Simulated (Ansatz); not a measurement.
Born–Oppenheimer molecular dynamics of GeH4 + H2O (8 atoms, charge 0, multiplicity 1). It goes on from the last frame of an earlier run, with new velocities.

All numbers below come from Ansatz, RKS BLYP/def2-SVP.

- ensemble: NVT, Langevin thermostat
- time step: 0.5 fs
- steps asked: 150
- set temperature: 300 K
- friction: 0.05 /fs
- temperature schedule: 37 steps to 300 K, then 113 steps to 600 K
- seed: 96157

First frame:

```xyz
8
Properties=species:S:1:pos:R:3
O -0.046 -0.030 -2.142
H 0.610 0.247 -2.863
H 0.470 -0.743 -1.783
Ge -0.228 0.048 1.201
H -0.618 0.530 2.811
H 0.376 -1.336 1.469
H 0.959 0.986 0.663
H -1.532 -0.079 0.318
```

**Question.** What does the run give?

**Answer.** The run went to its last step.

```
steps done                                               : 150
time covered                                             : 75 fs
mean temperature over the second half                    : 571 K
spread of the potential energy over the second half      : 8.6 meV per atom
mean potential energy of the second half above the start : -18.3 meV per atom
```

The schedule's set-point averaged 500 K over the second half and the system 571 K. A run of 0.075 ps of so small a system gives no equilibrium averages.

**Question.** What happens to the structure?

**Answer.** The same pairs are bonded in the first frame and the last. Pairs count as bonded within 1.25 times the sum of covalent radii (0.12 Å more for H–H). This is one draw of velocities; another would differ in detail.

**Question.** How do temperature and energy run in time?

**Answer.** 
```csv
time (fs),T (K),potential energy less start (eV)
0.0,262,0.000
6.0,528,-0.158
12.0,426,-0.050
18.0,333,-0.106
24.0,394,-0.236
30.0,299,-0.198
36.0,244,-0.082
42.0,297,-0.180
48.0,268,-0.218
54.0,422,-0.186
60.0,605,-0.109
66.0,909,-0.076
72.0,1039,-0.106
```

Run time: 3.9 min on 1 CPU thread of a shared host.
